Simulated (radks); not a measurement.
Spherical quantum dot in the effective-mass picture: electrons in a hard-walled sphere of radius 3.77, all in effective atomic units (hartree* = m*/eps^2 hartree, bohr* = eps/m* bohr), one dielectric constant everywhere. Method: non-relativistic Kohn-Sham, exchange-only LDA, spin-polarised, spherical densities; computed with a radial shooting solver with Libxc functionals. Levels are named by radial order and angular momentum (1s, 1p, 1d, 2s, ...), and open shells are averaged over m. Results are scaled to m* = 0.06 and eps = 14.2, for which hartree* = 8.097 meV and bohr* = 12.52 nm.

N = 9, configuration 1s2 1p6 1d(up 1, down 0). This is the lowest configuration that the search found. Occupied and some empty levels:

level,occupation,eigenvalue (meV),<r> (nm)
1s up,1,28.084,28.83
1s down,1,28.293,28.70
1p up,3,29.982,31.01
1p down,3,30.212,30.96
1d up,1,32.950,32.59
1d down,0,33.191,32.57
1f up,0,36.833,33.82
1f down,0,37.081,33.81
2s up,0,37.205,21.89
2s down,0,37.313,21.91
2p up,0,42.456,24.99
2p down,0,42.595,24.98

Energy (meV): total 155.356, kinetic 54.749, external 0, Hartree 121.52, exchange-correlation -20.915.
